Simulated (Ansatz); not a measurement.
Ligand exchange: C2H8OSi + As(CH3)2(SiH3) → C2H10OSi2 + AsH(CH3)2

Species: C2H8OSi `CC[SiH2]O`, singlet; As(CH3)2(SiH3), singlet; C2H10OSi2 `CC[SiH](O)[SiH3]`, singlet; AsH(CH3)2 (dimethylarsine), singlet. The partners trade H for SiH3: Si–H and As–SiH3 bonds give way to Si–SiH3 and As–H.

Shapes, held fixed at every level: PBE0-D4/def2-TZVP. Flexible molecules stand in one conformer, not always the lowest. Programs: Ansatz 0.2.0. Electronic energies: no zero-point or thermal term.

```csv
level,kind,ΔE (kJ/mol),less CCSD(T)/def2-TZVPP
PBE-D4/def2-TZVPP,GGA,+25.9,-5.2
r2SCAN-D4/def2-TZVPP,meta-GGA,+29.5,-1.6
B3LYP-D4/def2-TZVPP,global hybrid,+30.4,-0.7
PBE0-D4/def2-TZVPP,global hybrid,+27.7,-3.4
wB97M-V/def2-TZVPP,range-separated hybrid,+33.6,+2.5
B2PLYP/def2-TZVPP,double hybrid,+31.6,+0.5
CCSD/def2-TZVPP,coupled cluster or CI,+30.3,-0.8
CCSD(T)/def2-TZVPP,coupled cluster or CI,+31.1,0.0
```

The highest level, CCSD(T)/def2-TZVPP, gives ΔE = +31.1 kJ/mol; the levels span +25.9 to +33.6. The column of differences is taken from that level and isn't an error. No measured value is set beside it here. Relativity is left out for As. Outer-core shells of As are correlated in most correlated rows, in sets that cover them unevenly.
